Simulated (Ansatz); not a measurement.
A structure relaxed at PBE0-D4/def2-TZVP in Ansatz, charge 0, doublet:

Cartesian coordinates in Å:
```
Cs 2.886 -0.476 -0.908
Cs -1.972 -0.709 -2.174
Cs -0.267 2.256 0.294
Cs 0.171 -2.668 3.996
H 1.268 -0.171 1.360
H 0.593 0.524 -2.054
H -2.679 1.245 -0.514
```

Give its formula.

the cluster Cs₄H₃.

Summarise the bond lengths by kind (pairs closer than 1.2 times the sum of covalent radii, bridged metal pairs left out).

7 × Cs–H 2.66 to 3.06 Å.

In the def2 sets Cs takes a core potential; there is no spin–orbit coupling. The relaxation made no stability test and no search for a lower SCF solution. Another isomer (doublet) lies 0.23 eV lower at PBE0-D4/def2-TZVP; other spin states weren't run for this one.
